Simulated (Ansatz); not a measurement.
`[SiH3][SiH2][CH2][GaH2]`, charge 0, multiplicity 1.

Question: Give a relaxed structure at PBE0-D4/def2-TZVP (Ansatz). (Estimate.)

Answer: The calculation gave: 
Z-matrix (Å, degrees):
```
Si
Si 1 2.341
H 1 1.489 2 110.0
H 1 1.489 2 111.5 3 -120.5
H 1 1.489 2 110.0 3 119.0
C 2 1.874 1 112.6 3 -59.4
H 2 1.493 1 108.9 3 178.5
H 2 1.493 1 108.8 3 62.7
Ga 6 1.968 2 110.9 1 179.4
H 6 1.094 2 108.5 1 58.5
H 6 1.094 2 108.5 1 -59.6
H 9 1.570 6 119.6 2 88.8
H 9 1.570 6 119.5 2 -89.4
```
Point group Cs.
This is one stationary point; other conformers may exist.
